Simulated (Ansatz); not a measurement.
Isolated molecules relaxed with PBE0-D4/def2-TZVP in Ansatz; ΔE leaves out vibrations. CCSD(T)/CBS is the MP2 limit (def2-TZVPP, def2-QZVPP) plus CCSD(T) − MP2 in def2-TZVPP, frozen cores. This one scheme is used for every species. One conformer a species, not always the lowest.

`[SiH3]CSCS` + H₂O → `OCSC[SiH3]` + H₂S  (formal hydrolysis of a C–S bond)

```tsv
species	CCSD/def2-TZVPP energy (Eh)
`[SiH3]CSCS`	-1165.34472
H₂O	-76.32939
`OCSC[SiH3]`	-842.74477
H₂S	-398.92311
```

Work out ΔE.

ΔE = (-842.74477) + (-398.92311) − (-1165.34472) − (-76.32939) = 0.00623 Eh = +16.4 kJ/mol. CCSD(T)/CBS gives +24.9 kJ/mol.

Largest T1 diagnostic among the species: 0.011.

At CCSD(T), def2-SVP lies −28.8 kJ/mol from the extrapolated value and def2-TZVPP −7.0 kJ/mol. Leaving LDA and LC-ωPBE aside and taking each functional with its dispersion term where it has one, the values, not all of them listed here, spread over 9.6 kJ/mol, from CAM-B3LYP-D4 to PBE-QIDH. LDA lies −3.4 kJ/mol from PBE without D4. The D4 term adds +5.6 kJ/mol with B3LYP and +3.1 kJ/mol with PBE0; it sums over pairs of atoms, weighted by their polarisabilities, and B3LYP, whose exchange is more repulsive, gets the larger term.

B3LYP here is the variant with VWN-RPA as its local correlation; programs differ in this.
